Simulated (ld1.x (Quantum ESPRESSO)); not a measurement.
**Configuration tests for N (Z = 7) (TM)**

nitrogen, norm-conserving Troullier–Martins (Kleinman–Bylander form), made with ld1.x (Quantum ESPRESSO) 7.5 (PBEsol, scalar-relativistic). Core [He], reference 2s2 2p3. Waves: 2p (bound): rc 1.65 bohr; 2s (bound): rc 1.05 bohr. Local part: the s channel. Core correction: a·sin(br)/r model core, default radius (core density twice the valence density).

Energies are relative to the spin-unpolarised reference configuration 2s2 2p3; without spin polarisation the order of configurations can differ from experiment.

| valence configuration | charge | ΔE all-electron (eV) | error AE − PS (meV) |
| --- | --- | --- | --- |
| 2s2 2p2 | +1 | 13.521 | +17 |
| 2s2 2p1 | +2 | 42.258 | +180 |
| 2s2 2p0 | +3 | 89.143 | +810 |
| 2s1 2p3 | +1 | 25.236 | -27 |
| 2s1 2p0 | +4 | 166.660 | +1342 |
| 2s2 2p2.5 | +0.5 | 5.063 | +2.1 |

What are ΔE and the potential's error for 2s0 2p5?

ΔE = 22.896 eV all-electron; the error (AE − PS) is +21 meV.
